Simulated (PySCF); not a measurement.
## Polarisability and C₆ of Te (tellurium, neutral)

[Kr] 4d10 5s2 5p4, high-spin 3P determinant. Calculation: PySCF 2.14, in dyall-av2z (22s16p12d, 130 functions); no relativity, point nucleus. Coupled (time-dependent) response in atomic units; α is the mean over directions. A double-zeta set is small for polarisabilities.

```csv
method,mean α (bohr³),"α xx, yy, zz",C₆ (like pair),S(−4)
r2SCANh,38.30,"36.10, 42.69, 36.10",432.5,287.9
B97-3,38.18,"35.93, 42.68, 35.93",417.5,308.5
```

S(−4) is the Cauchy moment in α(ω) = α(0) + S(−4) ω² + …

Reference α: 38 ± 4 bohr³ (recommended; Schwerdtfeger and Nagle, table of static dipole polarizabilities (2023 update)). Published C₆: 445.0 (Chu and Dalgarno (2004); Tang, Norbeck and Certain (1976)).

Spin-orbit coupling is absent.

α(iu) at r2SCANh:

```tsv
u (hartree)	α(iu) (bohr³)
0	38.30
0.0500	37.59
0.100	35.67
0.200	29.88
0.300	23.82
0.500	14.83
0.750	8.748
1.00	5.647
1.50	2.873
2.00	1.734
3.00	0.8370
5.00	0.3326
```

A single London oscillator, α(iu) = α/(1 + u²/ω²), gives C₆ = (3/4) ω α². Matching the computed C₆ needs ω = 4 × 432.5 / (3 × 38.30²) = 0.393 hartree.

The components differ because the open shell of this determinant is not spherical; for a pure term their mean is the scalar polarisability.

A non-relativistic calculation at this Z misses sizeable relativistic shifts.
